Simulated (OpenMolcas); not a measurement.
# Br III: effect of the IPEA shift

* Program: OpenMolcas 26.06
* Basis: ANO-RCC-VTZP [6s5p3d1f]
* Scalar Hamiltonian: DKH2, point nucleus
* Active space: 5 electrons in 9 orbitals (RAS2 4s 4p; RAS3 4d, at most 2 electrons)
* State averaging: 2S+1 = 4 odd, 1 root; 2S+1 = 2 odd, 11 roots; 2S+1 = 4 even, 7 roots kept (CI in the orbitals of an earlier block); 2S+1 = 2 even, 3 roots kept (CI in the orbitals of an earlier block)
* Spin-orbit coupling: RASSI with atomic mean-field integrals over the reference wave functions, term energies averaged over their components

Methods on the same reference wave functions:
A. RASSCF
B. MS-RASPT2, IPEA 0 Eh, imaginary shift 0.1 Eh (closed shells correlated: 3d)
C. MS-RASPT2, IPEA 0.25 Eh, imaginary shift 0.1 Eh (closed shells correlated: 3d)

Energies in cm⁻¹ above 4s² 4p³ ⁴S°_3/2, the measured ground level; measured values from Moore, Atomic Energy Levels, vol. II, NSRDS-NBS 35 (1971 reprint of NBS Circular 467, 1952).

```json
{"Level": "4s² 4p³ ⁴S°_3/2", "A": "0.0", "B": "0.0", "C": "0.0", "Measured": "0.0"}
{"Level": "4s² 4p³ ²D°_3/2", "A": "19739", "B": "16400", "C": "16500", "Measured": ""}
{"Level": "4s² 4p³ ²D°_5/2", "A": "20601", "B": "17250", "C": "17340", "Measured": ""}
{"Level": "4s² 4p³ ²P°_1/2", "A": "31696", "B": "28520", "C": "28650", "Measured": "26915"}
{"Level": "4s² 4p³ ²P°_3/2", "A": "32777", "B": "29630", "C": "29760", "Measured": "28579"}
```

Deviations, from unrounded energies. A percentage is the sum of absolute deviations over the sum of measured energies, with the sign that they share, or ± where signs differ.

```csv
Against measurement,Levels,A,B,C
mean absolute deviation (cm-1),2,4500,1300,1500
other terms of the ground configuration (%),2,+16.2,+4.8,+5.2
```

B lies closest to measurement on these levels and A furthest from it. The largest miss of B in the table is 4s² 4p³ ²P°_1/2, by +1600 cm-1. The ranking rests on the paired levels alone, and a cruder setting can come out closer through cancelling errors.

Between B and C the level of the table that moves most is 4s² 4p³ ²P°_1/2, by 130 cm-1 (lowest in B, highest in C). Moves below CASPT2's spread within the term are not significant.

From A to B the spin-free energies of the other terms of 4s² 4p³ shown, above ⁴S°, scale by factors of 0.83 to 0.90.

The lowest spin-free term lies below A's lowest term by 0.070 hartree in B, 0.069 hartree in C.

Over all roots computed the reference weight is 0.92 to 0.99 in B, 0.93 to 0.99 in C; the roots of lowest weight are the least certain, and an intruder state may touch them. The run also gave levels led by 4s² 4p² 4d, which use shells meant for correlation; these and all levels above them are left out. Computed and measured levels are paired by configuration, term and J; levels that our copy of the source lacks, or whose pairing is in doubt (as where it misses far off the trend of its configuration), stay unpaired and out of the deviations. Only configurations of the active space appear. The table leaves out levels that lie high or whose names do not pair safely across all columns.

° marks odd parity.
